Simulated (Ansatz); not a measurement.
## How methods differ on SnO (tin(ii) oxide)

The species is SnO (2 atoms), meant as a singlet with charge 0. As SMILES, `[O]=[Sn]`. The shape comes from GFN2-xTB, which is rough for such elements, and wasn't checked as a minimum.

```xyz
2

O     0.0000    0.0000    0.0000
Sn    0.0000    0.0000    1.8036
```

Each level gives the vertical energy of the triplet above the singlet (eV). The values are calculated.

```csv
level,kind,program,value (eV),less FCI/STO-3G
HF/STO-3G,Hartree–Fock,Ansatz,0.29,-2.87
SVWN5/STO-3G,LDA,Ansatz,3.46,+0.30
revPBE/STO-3G,GGA,Ansatz,3.30,+0.14
r2SCAN/STO-3G,meta-GGA,Ansatz,3.27,+0.11
BHLYP/STO-3G,global hybrid,Ansatz,2.19,-0.97
wB97M-V/STO-3G,range-separated hybrid,Ansatz,3.06,-0.10
wB97X/STO-3G,range-separated hybrid,Ansatz,2.71,-0.45
B2PLYP/STO-3G,double hybrid,Ansatz,3.55,+0.39
CCSDT(Q)/STO-3G,coupled cluster or CI,Ansatz,3.12,-0.04
FCI/STO-3G,exact in the basis,Ansatz,3.16,0.00
```

FCI/STO-3G is exact within its basis and frozen core, so for wave-function methods in that basis the difference is their error; functionals converge differently with the basis, so for them it is only a difference. All-electron rows without a relativistic Hamiltonian named are non-relativistic. Spin-orbit coupling, which can split open shells on such heavy atoms by tenths of an eV, is left out. The values span 0.29 to 3.55 eV. All rows use very small basis sets, so even the best lies far from the true value. In the correlated wave-function rows the outer d shell of Sn is correlated, in sets not made for it.
